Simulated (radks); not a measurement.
Se31+, configuration [He] 2s1.

Calculated with a radial shooting solver on a logarithmic mesh with Libxc functionals: scalar-relativistic Kohn-Sham, LDA (Slater exchange, VWN5 correlation), spin-polarised, spherical densities, finite nucleus; open shells are filled with parallel spins first; Fermi nuclear charge, rms radius 4.14 fm.

Energy parts (eV):
| part | energy |
|---|---|
| total | -34926.895 |
| kinetic | 35997.083 |
| electron-nucleus | -71949.739 |
| Hartree | 1619.147 |
| exchange-correlation | -593.385 |

Orbitals (lengths in bohr, moments of r in powers of bohr):
orbital  occ.  eigenvalue (eV)       <r^4>
1s up       1        -14964.95  0.00001703
1s down     1        -14954.56  0.00001698
2s up       1        -3583.663    0.002341
2s down     0        -3537.332    0.002373

The highest occupied level is 2s up at -3583.7 eV. Spin moment in Bohr magnetons: 1.
